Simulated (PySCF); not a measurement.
Compound: C₃H₈O₂Si.
Z-matrix (Å and degrees, PBE0-D3(BJ)/def2-SVP geometry), rows numbered from 1:
```
C 
C   1  1.3310
O   2  1.3570  1  122.50
C   3  1.3978  2  116.17  1   169.96
O   4  1.3838  3  112.51  2   -73.53
Si  5  1.6821  4  122.50  3   -51.71
H   1  1.0899  2  119.84  3   178.09
H   1  1.0919  2  121.00  3    -1.44
H   2  1.0979  1  122.41  3  -179.33
H   4  1.1039  3  105.11  2   164.79
H   4  1.1051  3  110.52  2    46.71
H   6  1.4906  5  111.80  4    76.88
H   6  1.4955  5  109.60  4   -44.85
H   6  1.4872  5  105.38  4  -163.82
```

Method: PBE0-D3(BJ)/def2-SVP geometry optimisation, gas phase (PySCF).

Take the most abundant isotopes and a rigid rotor. The values belong to one conformer with, in the numbering `[CH2:1]=[CH:2][O:3][CH2:4][O:5][SiH3:6]`, C1–C2–O3–C4 170°, C2–O3–C4–O5 -74°, O3–C4–O5–Si6 -52°.

Question: What are A, B and C (MHz)?

Answer: Ia = 92.84, Ib = 309.02, Ic = 361.70 u·Å²; 505379 MHz·u·Å²/I gives A = 5444, B = 1635, C = 1397 MHz.

Question: Classify the top.

Answer: An asymmetric top. Ray's parameter κ = (2B − A − C)/(A − C) = -0.882; −1 is the prolate and +1 the oblate limit.

Question: What does the inertial defect say?

Answer: Not planar: Δ = Ic − Ia − Ib = -40.15 u·Å². For a rigid frame Δ = −2 Σ m c², so Σ m c² = 20.07 u·Å² lies off the ab plane: 7.59 from hydrogen and 12.49 from heavier atoms. The atom farthest from that plane is 1.51 Å away.

Question: Give the other two planar moments, Paa and Pbb, and the rms extents of the mass along the axes.

Answer: Paa = Σ m a² = (Ib + Ic − Ia)/2 = 288.94 and Pbb = Σ m b² = (Ia + Ic − Ib)/2 = 72.76 u·Å². With the mass M = 104.03 u, the rms extents √(P/M) along a, b and c are 1.67, 0.84, 0.44 Å.

Question: Where do the levels up to J = 4 lie, in MHz?

Answer: Above 0(0,0):
J = 1: 1(0,1) 3033, 1(1,1) 6841, 1(1,0) 7079
J = 2: 2(0,2) 9087, 2(1,2) 12668, 2(1,1) 13383, 2(2,1) 24807, 2(2,0) 24818
J = 3: 3(0,3) 18142, 3(1,3) 21402, 3(1,2) 22831, 3(2,2) 33905, 3(2,1) 33959, 3(3,1) 53549, 3(3,0) 53549
J = 4: 4(0,4) 30166, 4(1,4) 33035, 4(1,3) 35415, 4(2,3) 46028, 4(2,2) 46189, 4(3,2) 65700, 4(3,1) 65702, 4(4,1) 93173, 4(4,0) 93173
The levels of one J sum to (2J + 1)J(J + 1)(A + B + C)/3.

Question: Which lines would a microwave search look for?

Answer: The dipole components are |μa| = 0.10 D, |μb| = 0.54 D, |μc| = 0.20 D. Intensities carry the squares of the components, which stand as 0.04 : 1.00 : 0.14 (a : b : c). Some of the stronger lines:

```json
{"type": "c", "branch": "Q", "J(Ka,Kc)": "3(1,3) ← 3(0,3)", "MHz": "3260", "lower level (cm⁻¹)": "0.605"}
{"type": "c", "branch": "Q", "J(Ka,Kc)": "2(1,2) ← 2(0,2)", "MHz": "3581", "lower level (cm⁻¹)": "0.303"}
{"type": "b", "branch": "Q", "J(Ka,Kc)": "2(1,1) ← 2(0,2)", "MHz": "4296", "lower level (cm⁻¹)": "0.303"}
{"type": "b", "branch": "Q", "J(Ka,Kc)": "3(1,2) ← 3(0,3)", "MHz": "4689", "lower level (cm⁻¹)": "0.605"}
{"type": "b", "branch": "R", "J(Ka,Kc)": "3(0,3) ← 2(1,2)", "MHz": "5474", "lower level (cm⁻¹)": "0.423"}
{"type": "b", "branch": "R", "J(Ka,Kc)": "1(1,1) ← 0(0,0)", "MHz": "6841", "lower level (cm⁻¹)": "0.000"}
{"type": "c", "branch": "R", "J(Ka,Kc)": "1(1,0) ← 0(0,0)", "MHz": "7079", "lower level (cm⁻¹)": "0.000"}
{"type": "b", "branch": "R", "J(Ka,Kc)": "4(0,4) ← 3(1,3)", "MHz": "8764", "lower level (cm⁻¹)": "0.714"}
{"type": "b", "branch": "Q", "J(Ka,Kc)": "2(2,1) ← 2(1,2)", "MHz": "12139", "lower level (cm⁻¹)": "0.423"}
{"type": "b", "branch": "R", "J(Ka,Kc)": "3(1,3) ← 2(0,2)", "MHz": "12315", "lower level (cm⁻¹)": "0.303"}
{"type": "b", "branch": "Q", "J(Ka,Kc)": "3(2,2) ← 3(1,3)", "MHz": "12503", "lower level (cm⁻¹)": "0.714"}
{"type": "c", "branch": "R", "J(Ka,Kc)": "3(1,2) ← 2(0,2)", "MHz": "13744", "lower level (cm⁻¹)": "0.303"}
{"type": "b", "branch": "R", "J(Ka,Kc)": "4(1,4) ← 3(0,3)", "MHz": "14893", "lower level (cm⁻¹)": "0.605"}
{"type": "b", "branch": "Q", "J(Ka,Kc)": "3(3,0) ← 3(2,1)", "MHz": "19590", "lower level (cm⁻¹)": "1.133"}
{"type": "b", "branch": "Q", "J(Ka,Kc)": "4(3,2) ← 4(2,3)", "MHz": "19673", "lower level (cm⁻¹)": "1.535"}
{"type": "c", "branch": "R", "J(Ka,Kc)": "3(2,2) ← 2(1,2)", "MHz": "21237", "lower level (cm⁻¹)": "0.423"}
{"type": "c", "branch": "R", "J(Ka,Kc)": "4(2,2) ← 3(1,2)", "MHz": "23358", "lower level (cm⁻¹)": "0.762"}
{"type": "c", "branch": "R", "J(Ka,Kc)": "4(2,3) ← 3(1,3)", "MHz": "24626", "lower level (cm⁻¹)": "0.714"}
{"type": "b", "branch": "R", "J(Ka,Kc)": "4(2,2) ← 3(1,3)", "MHz": "24787", "lower level (cm⁻¹)": "0.714"}
{"type": "b", "branch": "Q", "J(Ka,Kc)": "4(4,0) ← 4(3,1)", "MHz": "27471", "lower level (cm⁻¹)": "2.192"}
{"type": "b", "branch": "R", "J(Ka,Kc)": "4(3,1) ← 3(2,2)", "MHz": "31797", "lower level (cm⁻¹)": "1.131"}
{"type": "c", "branch": "R", "J(Ka,Kc)": "4(4,0) ← 3(3,0)", "MHz": "39624", "lower level (cm⁻¹)": "1.786"}
```

No PBE0-D3(BJ)/def2-SVP frequencies stand behind this structure, so it isn't proved a minimum. Zero-point vibration and centrifugal distortion are left out. A rigid rotor knows nothing of internal rotation, which can split or shift real lines.

Time: 3.6 min; peak memory 0.53 GiB. Hardware: one thread of an Arm Neoverse V1, shared host with 32 logical CPUs at a one-minute load of 30. These figures are those of the optimisation.
